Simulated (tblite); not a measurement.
Compound: C3H7Si2 (doublet state).
Numbering: `[SiH3:1][C:2]1[CH:3]=[CH:4][SiH2:5]1` (hydrogens: H6, H7, H8 on Si1; H9 on C3; H10 on C4; H11, H12 on Si5)

The geometry is computed with GFN2-xTB (gas phase). This method treats the open shell by occupation alone, without spin polarisation.

(1) Give the optimised bond lengths and angles.

## Answers

(1) 
```json
{"bond": "Si1–C2", "length (pm)": "185.8", "order": "single"}
{"bond": "C2–C3", "length (pm)": "140.5", "order": "single"}
{"bond": "C3=C4", "length (pm)": "138.1", "order": "double"}
{"bond": "C4–Si5", "length (pm)": "188.9", "order": "single"}
{"bond": "C2–Si5", "length (pm)": "191.6", "order": "single"}
{"bond": "Si1–H6, Si1–H7, Si1–H8", "length (pm)": "146.8", "order": "single"}
{"bond": "C3–H9", "length (pm)": "108.1", "order": "single"}
{"bond": "C4–H10", "length (pm)": "107.7", "order": "single"}
{"bond": "Si5–H11, Si5–H12", "length (pm)": "146.1", "order": "single"}
```

Bonds in one row agree within 1 pm and their mean is given. Orders are formal, as drawn. A selection of angles:
```json
{"angle": "C2–Si1–H6", "degrees": "109.7"}
{"angle": "H6–Si1–H7", "degrees": "109.4"}
{"angle": "Si1–C2–C3", "degrees": "128.5"}
{"angle": "Si1–C2–Si5", "degrees": "140.7"}
{"angle": "C3–C2–Si5", "degrees": "90.8"}
{"angle": "C2–C3–C4", "degrees": "105.3"}
{"angle": "C2–C3–H9", "degrees": "126.8"}
{"angle": "C4–C3–H9", "degrees": "127.9"}
{"angle": "C3–C4–Si5", "degrees": "92.7"}
{"angle": "C3–C4–H10", "degrees": "127.3"}
{"angle": "Si5–C4–H10", "degrees": "140.0"}
{"angle": "C4–Si5–H11", "degrees": "117.1"}
{"angle": "C2–Si5–C4", "degrees": "71.2"}
{"angle": "C2–Si5–H11", "degrees": "117.1"}
{"angle": "H11–Si5–H12", "degrees": "111.8"}
```

Torsions: Si1–C2–C3–C4 180° (antiperiplanar); C2–C3–C4–Si5 0° (synperiplanar); C3–C4–Si5–C2 0° (synperiplanar); Si1–C2–Si5–C4 180° (antiperiplanar).

Si5 (silicon bonded to 2 C and 2 H) has angles from 71.2° to 117.2°. C2 (carbon bonded to C and 2 Si) is planar (angles 140.7°, 128.5° and 90.8°, sum 360.0°, 0.00 Å off the plane of its three neighbours). The 5 heavy atoms lie in one plane (0.000 Å rms). The 4-membered ring C2–C3–C4–Si5 has internal angles of 71.2° to 105.3° (sum 360°, against 360° for a flat polygon); it is planar, 0.00 Å rms from its mean plane, widest ring torsion 0°. The C–C distances run from 1.381 Å (C3=C4, drawn double in one of several resonance forms) to 1.405 Å (C2–C3, drawn single in one of several resonance forms), a spread of 0.024 Å. The 3 C–Si bonds span 1.858 Å (Si1–C2, drawn single) to 1.916 Å (C2–Si5, drawn single), a spread of 0.058 Å. C4 (carbon bonded to C, Si and H) is planar (angles 140.0°, 127.3° and 92.7°, sum 360.0°, 0.00 Å off the plane of its three neighbours).

Point group: Cs (every atom within 0.08 Å of its image). Its GFN2-xTB frequencies are all real (lowest 32 cm⁻¹). 2 starts were optimised and ended at 0.00 and 0.14 kcal/mol (GFN2-xTB); the lowest of these is shown.
